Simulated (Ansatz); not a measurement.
Pulling on the N6–H7 bond in CH5MgN (SMILES [CH3][Mg][NH2]) (multiplicity 1 held, fragments rigid). Energies count from the point at 1.011 Å.
Geometry at that point (charge 0, multiplicity 1):
```xyz
8

Mg     0.00826    -0.04713     0.03044
C     -0.28027     1.67368    -1.11115
H     -1.04623     2.32029    -0.67380
H     -0.60168     1.43347    -2.12823
H      0.63654     2.26428    -1.18905
N      0.26979    -1.61138     1.07033
H      0.88322    -2.38397     0.85105
H     -0.17795    -1.83096     1.94931
```

Signs of static correlation in def2-SVP, from Ansatz (an electronic-structure program) runs.

```
R (Å)  T1 of restricted CCSD  ⟨S²⟩ of UHF  largest double amplitude of restricted CCSD
-----  ---------------------  -----------  -------------------------------------------
0.808                  0.012        0.000                                        0.037
0.910                  0.013        0.000                                        0.037
1.011                  0.013        0.000                                        0.037
1.112                  0.013        0.000                                        0.037
1.213                  0.014        0.000                                        0.037
1.364                  0.015        0.000                                   (withheld)
1.516                  0.017        0.105                                        0.070
1.769                  0.021        0.626                                        0.089
2.021                  0.027        0.840                                        0.156
2.324                  0.036        1.009                                        0.364
2.729                  0.050        1.008                                   (withheld)
3.234                  0.062        1.009                                        0.730
```

Q: What belongs in the gaps?

A: 
- 1.364, largest double amplitude of restricted CCSD: 0.052
- 2.729, largest double amplitude of restricted CCSD: 0.561

Doubts at one or more of the structures used: a restricted determinant that unrestricted orbitals would lower (R-CCSD(T)/def2-SVP); other coupled-cluster roots lie near (R-CCSD(T)/def2-SVP); T1 above 0.05 (R-CCSD(T)/def2-SVP, U-CCSD(T)/def2-SVP); a spin-contaminated determinant (U-CCSD(T)/def2-SVP).
